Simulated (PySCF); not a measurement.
PySCF input file for Cl2FHOSn, SMILES [F][Sn]([OH])([Cl])[Cl], B3LYP-D3(BJ)/def2-SVP. Geometry: B3LYP-D3(BJ)/def2-SVP. The structure was generated by enumeration; whether it is a known compound was not checked. The def2 effective core potentials stand for the cores of Sn; spin–orbit coupling is left out. The values are those of a single conformer.

```python
import numpy as np
from pyscf import gto, scf, dft, df
from pyscf.hessian import thermo

mol = gto.M(
    atom='''
    O     1.43943792    1.56855780   -0.00000000
    Sn    0.00140467    0.22666913   -0.00000001
    F    -1.65393806    1.22429388   -0.00000001
    Cl    0.06589814   -1.09889757    1.91230834
    Cl    0.06589815   -1.09889759   -1.91230832
    H     1.05916882    2.46195357   -0.00000001
    ''',
    basis='def2-SVP',
    ecp={'Sn': 'def2-svp'},
    charge=0,
    spin=0,
    max_memory=1600,
    verbose=3,
)
mf = dft.RKS(mol, xc='b3lyp').density_fit(auxbasis='def2-universal-jkfit')
mf.disp = 'd3bj'
mf.grids.level = 3
mf.conv_tol = 1e-11
mf.max_cycle = 100
mf.kernel()

# [left out here: the lines that compute and print the analytic Hessian (its translational invariance restored by hand, since the grid's response is missing), thermochemistry and intensities]
```

Output:

```
converged SCF energy = -1310.1620325075

WARN: DFTD3 does not support analytical Hessian, using finite difference


WARN: Mole.unit (angstrom) is changed to Bohr

Mode                                 0                   1                   2
Irrep
Freq [cm^-1]                       47.4861            104.8527            137.5201
Reduced mass [au]                   2.0276             29.1301             16.0418
Force const [Dyne/A]                0.0027              0.1887              0.1787
Char temp [K]                      68.3219            150.8597            197.8609
Normal mode                   x     y     z       x     y     z       x     y     z
       0   O                 0.00 -0.00  0.13    0.03 -0.05  0.00   -0.06  0.11  0.00
       1  Sn                -0.00  0.00  0.00    0.00 -0.03 -0.00    0.05 -0.00 -0.00
       2   F                -0.00  0.00 -0.09   -0.02 -0.06  0.00    0.01 -0.07 -0.00
       3  Cl                 0.04  0.00 -0.01   -0.01  0.08  0.07   -0.07 -0.00  0.00
       4  Cl                -0.04 -0.00 -0.01   -0.01  0.08 -0.07   -0.07 -0.00 -0.00
       5   H                 0.00 -0.00 -0.68    0.05 -0.04 -0.00   -0.16  0.07  0.00
Mode                                 3                   4                   5
Irrep
Freq [cm^-1]                      148.7233            160.9256            171.1055
Reduced mass [au]                   1.9116             10.6846             22.4623
Force const [Dyne/A]                0.0249              0.1630              0.3875
Char temp [K]                     213.9797            231.5361            246.1826
Normal mode                   x     y     z       x     y     z       x     y     z
       0   O                -0.00  0.00 -0.10    0.10 -0.07 -0.00   -0.00  0.00 -0.13
       1  Sn                 0.00  0.00  0.01    0.01  0.03  0.00    0.00 -0.00  0.04
       2   F                -0.00 -0.00  0.09   -0.09 -0.13 -0.00    0.00  0.00 -0.14
       3  Cl                -0.04 -0.01 -0.01   -0.01 -0.01 -0.03    0.01 -0.05  0.01
       4  Cl                 0.04  0.01 -0.01   -0.01 -0.01  0.03   -0.01  0.05  0.01
       5   H                -0.00  0.00 -0.71    0.22 -0.02  0.00   -0.00  0.00 -0.00
Mode                                 6                   7                   8
Irrep
Freq [cm^-1]                      372.6673            402.5028            634.1643
Reduced mass [au]                  35.2889             36.1523             17.2713
Force const [Dyne/A]                2.8876              3.4508              4.0924
Char temp [K]                     536.1853            579.1119            912.4212
Normal mode                   x     y     z       x     y     z       x     y     z
       0   O                -0.02 -0.02 -0.00    0.00 -0.00 -0.01    0.14  0.12 -0.00
       1  Sn                 0.00 -0.03 -0.00   -0.00 -0.00  0.05    0.00 -0.03  0.00
       2   F                 0.02 -0.01  0.00   -0.00  0.00 -0.00   -0.12  0.07 -0.00
       3  Cl                -0.00  0.06 -0.09   -0.00  0.06 -0.08    0.00  0.00 -0.00
       4  Cl                -0.00  0.06  0.09    0.00 -0.06 -0.08    0.00  0.00  0.00
       5   H                -0.03 -0.03 -0.00    0.00 -0.00  0.07    0.00  0.07 -0.00
Mode                                 9                  10                  11
Irrep
Freq [cm^-1]                      646.8177            889.1021           3790.3339
Reduced mass [au]                  18.4024              1.0852              1.0670
Force const [Dyne/A]                4.5362              0.5055              9.0314
Char temp [K]                     930.6267           1279.2199           5453.4466
Normal mode                   x     y     z       x     y     z       x     y     z
       0   O                 0.10  0.10 -0.00    0.06 -0.03 -0.00   -0.02  0.06 -0.00
       1  Sn                -0.04 -0.00  0.00   -0.00  0.01  0.00   -0.00 -0.00  0.00
       2   F                 0.14 -0.08  0.00   -0.00 -0.01 -0.00   -0.00  0.00  0.00
       3  Cl                 0.00  0.00 -0.00    0.00 -0.00 -0.00   -0.00 -0.00  0.00
       4  Cl                 0.00  0.00  0.00    0.00 -0.00  0.00   -0.00 -0.00 -0.00
       5   H                 0.03  0.07  0.00   -0.87 -0.40  0.00    0.36 -0.90  0.00
temperature 298.1500 [K]
pressure 101325.00 [Pa]
Rotational constants [GHz] 2.00390 1.46268 1.18847
Symmetry number 1
Zero-point energy (ZPE) 0.01710 [Eh]   44897.055 [J/mol]
                           tot       elec      trans        rot        vib
Entropy [J/mol/K]       388.130      0.000    176.328    120.974     90.829
Cv [J/mol/K]             95.715      0.000     12.472     12.472     70.772
Cp [J/mol/K]            104.030      0.000     20.786     12.472     70.772
Internal energy [J/mol]                      3718.434   3718.434  58251.618
Internal energy [Eh]   -1310.13701  -1310.16203
Enthalpy [J/mol]                             6197.391   3718.434  58251.618
Enthalpy [Eh]          -1310.13607
Gibbs free energy [J/mol]                  -46374.746 -32349.905  31171.009
Gibbs free energy [Eh] -1310.18014
static polarisability / bohr^3: [[39.947  2.165 -0.   ]
 [ 2.166 52.768 -0.   ]
 [-0.    -0.    62.286]]
largest difference of analytic and finite-field dipole derivatives / e: 0.000993955398461921
mode   freq/cm-1   IR/(km/mol)   Raman/(A^4/amu)   depolarisation
   1       47.49        47.030             1.320            0.750
   2      104.85         1.208             3.397            0.739
   3      137.52         7.160             1.415            0.746
   4      148.72        23.541             2.185            0.750
   5      160.93        34.062             2.283            0.690
   6      171.11        44.710             2.897            0.750
   7      372.67        17.681            21.122            0.092
   8      402.50        78.183             5.263            0.750
   9      634.16        52.568            18.809            0.075
  10      646.82        61.180             5.069            0.719
  11      889.10        59.727             1.298            0.713
  12     3790.33       114.319           123.649            0.264
max |gradient| / (hartree/bohr): 0.00019635829788225713
APT charges: [-0.7252  2.0334 -0.6271 -0.4729 -0.4729  0.2646]
```

The calculation finished and met its thresholds.
